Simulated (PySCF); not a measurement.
## Predicted spectroscopic data

[PySCF 2.14: GFN2-xTB geometry; shielding tensors at PBE0/pcSseg-1 (GIAO); one averaged value for each set of equivalent atoms; a single conformation; non-relativistic Hamiltonian; isolated molecule]

Chemical shifts δ = σref − σ; 1H (σref 31.72), 13C (σref 186.93) against TMS, all at this level. Splittings of carbon signals by F and P are missing where no couplings were computed. Where no couplings were computed, multiplicities follow the n + 1 count of equivalent neighbours, and m marks all less simple cases (inequivalent or close neighbours, rings, F or P nearby). Shifts are as computed. Against solution values, carbons near 30 ppm lie about +3 ppm off and those near 130 ppm about +5 ppm. Of 1309 compounds with measured shifts, 239 miss one by over three times the rms of a fit or turn the order of signals round; such compounds aren't used in these exercises.

Compound 1 (C5H8ClFSi). 1H NMR (600 MHz, computed): δ 5.87 (m, 1H), 5.67 (m, 1H), 5.61 (m, 1H), 5.30 (m, 1H), 5.10 (m, 1H), 2.75 (m, 1H), 2.73 (m, 1H), 2.34 (m, 1H). 13C{1H} NMR (computed): δ 156.0 (C), 120.7 (CH2), 93.6 (CH), 30.3 (CH), 27.8 (CH2). Structure: `C=C1C[C@@H]([SiH2]Cl)[C@H]1F`.

Compound 2 (C5H8N2O2Si). 1H NMR (600 MHz, computed): δ 12.17 (d, 1H), 5.14 (d, 1H), 4.24 (s, 3H), 2.60 (s, 3H). 13C{1H} NMR (computed): δ 249.7, 161.3, 117.5, 53.7, 36.3. Structure: `CO[Si@H](C=O)/N=C(/C)C#N`.
